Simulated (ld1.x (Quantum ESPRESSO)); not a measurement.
**Before and after: RRKJ potential for zirconium**

* Element: Zr (Z = 40)
* Generator: ld1.x (Quantum ESPRESSO) 7.5
* Type: norm-conserving RRKJ (Kleinman–Bylander form)
* Functional: PBE
* Relativity: scalar-relativistic
* Frozen core: [Ar] 3d10 4s2
* Valence charge: 10
* Reference configuration: 4p6 4d2 5s2 5p0
* Partial waves: 4p (bound): rc 2.25 bohr; 4d (bound): rc 2.60 bohr; 5s (bound): rc 3.00 bohr
* Local potential: the s channel
* Core correction: a·sin(br)/r model core inside 1.65 bohr
* rho0: 0.01

Change: wave 5s (bound): rc 3.00 bohr becomes 5s (bound): rc 2.40 bohr.

Cutoffs: the cutoffs (Ry, on a coarse ladder) from which the occupation-weighted sum of valence levels, in a spherical-Bessel basis at the reference potential, stays within 10 and 1 mRy of its value at 400 Ry; they do not see the model core or the augmentation charge, which bear on the density cutoff. Errors are all-electron minus pseudo energies relative to the spin-unpolarised reference configuration.

Task: How do hardness, ghosts and transferability respond?

Result: The potential gets neither clearly harder nor softer (21 Ry and 25 Ry → 21 Ry and 25 Ry); the p channel sets the loose cutoff, while the largest relative change is in s, which becomes harder; of the 7 tests that both files solve, the error grows in 1 and shrinks in 4 by more than 15 % and 0.3 meV (median size 20.7 → 23.2 meV); neither file shows a bound ghost.

| quantity | base | changed |
| --- | --- | --- |
| cutoff, loose | 21 Ry | 21 Ry |
| cutoff, tight | 25 Ry | 25 Ry |
| loose cutoff by channel (10 mRy a level) | p 18 Ry, d 18 Ry, s 6 Ry | p 18 Ry, d 18 Ry, s 8 Ry |
| bound ghosts | none | none |
| error for 4p6 4d2 5s1 5p0, meV [ΔE 7.14 eV] | -5.1 | -1.7 |
| error for 4p6 4d2 5s0 5p0, meV [ΔE 20.08 eV] | -33 | -23 |
| error for 4p6 4d1 5s0 5p0, meV [ΔE 42.70 eV] | -21 | -47 |
| error for 4p6 4d2 5s1.5 5p0, meV [ΔE 2.88 eV] | -1.2 | -0.4 |
| error for 4p6 4d2 5s0 5p2, meV [ΔE 6.21 eV] | -1116 | -988 |
| error for 4p6 4d2 5s1 5p1, meV [ΔE 3.04 eV] | -483 | -428 |
| error for 4p6 4d2.5 5s1.5 5p0, meV [ΔE 0.51 eV] | -11 | -6.0 |
